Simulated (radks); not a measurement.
Question: All-electron atom: O1.5+ in [He] 2p(up 1.5, down 1.5) 2s(up 1, down 0.5) (fractional occupations, a model configuration). Calculated with a radial shooting solver on a logarithmic mesh with Libxc functionals: non-relativistic Kohn-Sham, PBE, spin-polarised, spherical densities, point nucleus. Some entries of the table are withheld. Estimate them.

orbital,occ.,eigenvalue (hartree),r(max) (bohr),<r> (bohr)
1s up,1,-20.01499,0.1292,0.1996
1s down,1,-19.99872,0.1293,0.1996
2s up,1,-1.80605,(1),1.056
2s down,0.5,-1.76259,(2),1.062
2p up,1.5,-1.24620,0.7642,1.050
2p down,1.5,-1.20756,0.7647,1.060

Answer: 
(1) 2s up r(max) (bohr): 0.8439
(2) 2s down r(max) (bohr): 0.8460
